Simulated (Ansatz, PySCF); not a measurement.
Species: C₂HF₂ (charge -1, singlet). It need not be the lowest isomer of its formula. Whether it binds its extra electron was not tested at this geometry. 
Geometry from a B3LYP-D3(BJ)/def2-TZVP (Ansatz, a quantum-chemistry and plane-wave program) optimisation:
SMILES: F/[C-]=C/F
```xyz
5

F      1.6141    -0.7594    -0.0091
C      0.7066     0.3803    -0.0332
C     -0.5266    -0.1292     0.0184
F     -1.6395     0.7218     0.0113
H     -0.8514    -1.1679     0.0690
```
Charge -1, spin multiplicity 1.

Total electronic energies in hartree. Valence correlation only, unless marked. Spin-orbit coupling is left out. Non-relativistic. CBS marks a two-point X^-3 extrapolation of the correlation energy; Hartree-Fock from the larger set. [CCSD(T)-MP2]/basis is that difference in the basis named.

```csv
level,program,energy (Eh)
HF/aug-cc-pVDZ,Ansatz,-275.13498
revPBE-D3(BJ)/def2-TZVPD,Ansatz + dftd3,-276.47317
BP86-D3(BJ)/def2-TZVPD,PySCF + dftd3,-276.55828
M06-2X/def2-TZVPD,PySCF,-276.44983
CAM-B3LYP-D3(BJ)/def2-TZVPD,Ansatz + dftd3,-276.47127
RI-MP2/cc-pVQZ,Ansatz,-276.10831
SCS-MP2/cc-pVDZ,Ansatz,-275.70564
CCSD(T)/aug-cc-pVTZ,Ansatz,-276.09355
"RI-MP2/CBS(aug-cc-pVTZ,aug-cc-pVQZ)+[CCSD(T)-MP2]/aug-cc-pVTZ",Ansatz,-276.2128
```

Totals of different functionals don't rank their quality; only differences between species are comparable.
